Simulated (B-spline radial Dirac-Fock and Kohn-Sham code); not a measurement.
X-ray scattering factor of Zr³⁺

System: Zr³⁺, 1s2 2s2 2p6 3s2 3p6 3d10 4s2 4p6 4d1.

The computed values come from a B-spline atomic structure program: relativistic Hartree-Fock (Dirac-Fock) wave functions, averaged over the configuration. f₀ is the Fourier transform of the spherical electron density, S the Waller-Hartree incoherent function, and s = sin θ/λ.

```
s (Å⁻¹)      f₀       S
      0  37.000   0.000
   0.05  36.561   0.480
    0.1  35.328   1.739
   0.15  33.523   3.397
    0.2  31.414   5.136
   0.25  29.240   6.808
    0.3  27.168   8.382
   0.35  25.289   9.860
    0.4  23.629  11.238
   0.45  22.176  12.505
    0.5  20.895  13.655
    0.6  18.693  15.637
    0.7  16.769  17.316
    0.8  15.001  18.819
    0.9  13.368  20.201
      1  11.890  21.479
    1.1  10.595  22.655
    1.2   9.493  23.732
    1.4   7.839  25.606
    1.6   6.766  27.143
    1.8   6.064  28.398
      2   5.562  29.433
    2.5   4.593  31.375
      3   3.709  32.728
    3.5   2.935  33.683
      4   2.336  34.353
      5   1.620  35.177
      6   1.291  35.666
```

f₀ starts at the number of electrons, 37, and has fallen to half at s ≈ 0.61 Å⁻¹. The sum of ⟨r²⟩ over the electrons is 24.27 bohr².
